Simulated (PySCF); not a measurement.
## Two-photon absorption: `ClB1NBNBN1`, B3ClH5N3

Geometry:
```csv
atom,x (Å),y (Å),z (Å)
Cl1,2.941,0.588,0.857
B2,1.293,0.259,0.376
N3,0.774,-1.054,0.438
B4,-0.561,-1.354,0.053
N5,-1.354,-0.271,-0.399
B6,-0.889,1.064,-0.482
N7,0.455,1.300,-0.083
H8,1.369,-1.800,0.764
H9,-0.974,-2.448,0.112
H10,-2.305,-0.461,-0.675
H11,-1.570,1.939,-0.857
H12,0.822,2.238,-0.130
```

The calculation used TDDFT B3LYP/def2-SVPD excited states, vertical, gas phase (PySCF 2.14.0). Geometry: GFN2-xTB.

Singlets 5 and 6 lie within 0.01 eV of each other, so their separate moments and overlaps can depend on how they mix.

**Question.** How strongly do the lowest singlets absorb one photon, and two photons of half the energy?

**Answer.** δ for parallel linear polarisation; σ at the peak of a Lorentzian of half width 0.1 eV, single beam; Ω is circular over linear.
| state | E (eV) | f | photon λ (nm) | δ (au) | σ (GM) | Ω | main |
| --- | --- | --- | --- | --- | --- | --- | --- |
| S1 | 6.70 | 0.008 | 370 | 0.14 | 0.00 | 1.50 | HOMO→LUMO 0.77, HOMO−1→LUMO+2 0.21 |
| S2 | 7.01 | 0.003 | 354 | 1.55 | 0.03 | 1.50 | HOMO→LUMO+1 0.98 |
| S3 | 7.31 | 0.072 | 339 | 86.4 | 1.69 | 0.26 | HOMO→LUMO+2 0.75, HOMO−1→LUMO 0.23 |
| S4 | 7.34 | 0.000 | 338 | 23.5 | 0.46 | 1.50 | HOMO−1→LUMO+1 0.95 |
| S5 | 7.55 | 0.000 | 328 | <0.1 | 0.00 | – | HOMO−2→LUMO+2 0.98 |

Among these, the strongest one-photon state is S3, the strongest two-photon state S3, with a dipole change of 0.6 D (relaxed, norm of the difference vector).
